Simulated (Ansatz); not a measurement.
Relaxation of F$_{6}$H$_{2}$MoS (10 atoms, charge 0, multiplicity 1), to a largest force component of 0.03 eV/Å in at most 50 steps.

Level of theory: RKS BHLYP/def2-SVP (Ansatz).

```xyz
10
Properties=species:S:1:pos:R:3:forces:R:3
Mo 0.221 0.265 -0.300 -0.05 -0.19 -0.14
F 0.663 -0.333 2.573 -0.01 0.08 -0.02
F 1.822 -0.560 0.028 -0.06 0.02 0.03
F -0.529 1.768 -1.023 -0.02 -0.01 0.00
F -1.182 0.492 0.850 0.03 -0.02 0.01
F -0.383 -1.453 -0.220 0.01 0.03 -0.02
F 0.595 0.002 -2.054 -0.01 0.02 0.07
S 1.390 1.964 0.822 0.24 0.24 -0.05
H 2.376 1.208 1.332 -0.04 0.01 -0.02
H 0.361 0.521 2.734 -0.09 -0.17 0.14
```

Task: Where does it end, and by what steps?

Result: The run converged. After 24 steps the energy has fallen by 0.232 eV; F2 moved furthest, 0.89 Å.

| step | energy less start (eV) | largest force component (eV/Å) | accepted |
| --- | --- | --- | --- |
| 0 | 0.0000 | 0.243 | yes |
| 1 | -0.0255 | 1.426 | yes |
| 2 | -0.0397 | 1.433 | yes |
| 3 | -0.0324 | 2.150 | no |
| 4 | -0.0997 | 0.646 | yes |
| 5 | -0.1250 | 0.278 | yes |
| 6 | -0.1431 | 0.259 | yes |
| 7 | -0.1562 | 0.447 | yes |
| 8 | -0.1562 | 0.347 | no |
| 9 | -0.1601 | 0.038 | yes |
| 10 | -0.1602 | 0.502 | yes |
| 11 | -0.1625 | 0.308 | yes |
| 12 | -0.1628 | 0.138 | yes |
| 13 | -0.1639 | 0.100 | yes |
| 14 | -0.1672 | 0.545 | yes |
| 15 | -0.1907 | 0.368 | yes |
| 16 | -0.1872 | 1.335 | no |
| 17 | -0.2049 | 0.221 | yes |
| 18 | -0.2147 | 0.246 | yes |
| 19 | -0.2199 | 0.551 | yes |
| 20 | -0.2148 | 0.670 | no |
| 21 | -0.2269 | 0.273 | yes |
| 22 | -0.2298 | 0.126 | yes |
| 23 | -0.2314 | 0.087 | yes |
| 24 | -0.2320 | 0.028 | yes |

```xyz
10
Properties=species:S:1:pos:R:3
Mo 0.235 0.260 -0.386
F 0.827 0.346 3.122
F 1.592 -0.772 0.258
F -0.784 1.681 -0.851
F -0.851 0.116 1.110
F -0.553 -1.335 -0.823
F 0.833 0.280 -2.100
S 1.569 1.931 0.510
H 2.474 1.167 1.140
H -0.006 0.200 2.762
```

Whether the end is a true minimum wasn't checked by a vibrational analysis.

The run took 100 s on 4 threads of Arm Neoverse V1, with other jobs on the host, peak memory 0.48 GiB.
